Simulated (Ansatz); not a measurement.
GeSb2 (the lowest singlet isomer of a short search) was relaxed with PBE-D4 (def2-TZVP) in Ansatz in these states: charge +1 doublet, neutral quintet, neutral singlet, neutral triplet. The geometries follow in no particular order.

In the def2 sets Sb takes a core potential; there is no spin–orbit coupling.

A:

```
atom   x (Å)   y (Å)   z (Å)
 Sb1   0.037  -1.111   1.074
 Sb2  -0.412   1.410   0.480
 Ge3   0.375  -0.299  -1.554
```

B:

```xyz
3

Sb   -0.0198    0.4665    1.6488
Sb   -0.3986    0.9395   -1.3765
Ge    0.4184   -1.4060   -0.2723
```

C:

```xyz
3

Sb    0.4705    0.5509   -1.3968
Sb    0.1348    0.8657    1.3070
Ge   -0.6053   -1.4166    0.0898
```

D:

```xyz
3

Sb    0.948    1.094   -0.537
Sb    0.290   -0.728    1.331
Ge   -1.239   -0.366   -0.794
```

Problem. Judge from the bond lengths which geometry belongs to which state (an estimate).

Solution. A is the charge +1 doublet (Sb1–Sb2 2.628 Å, Sb1–Ge3 2.770 Å, Sb2–Ge3 2.770 Å); B is the neutral quintet (Sb1–Sb2 3.085 Å, Sb1–Ge3 2.718 Å, Sb2–Ge3 2.718 Å); C is the neutral triplet (Sb1–Sb2 2.743 Å, Sb1–Ge3 2.690 Å, Sb2–Ge3 2.690 Å); D is the neutral singlet (Sb1–Sb2 2.691 Å, Sb1–Ge3 2.642 Å, Sb2–Ge3 2.642 Å).
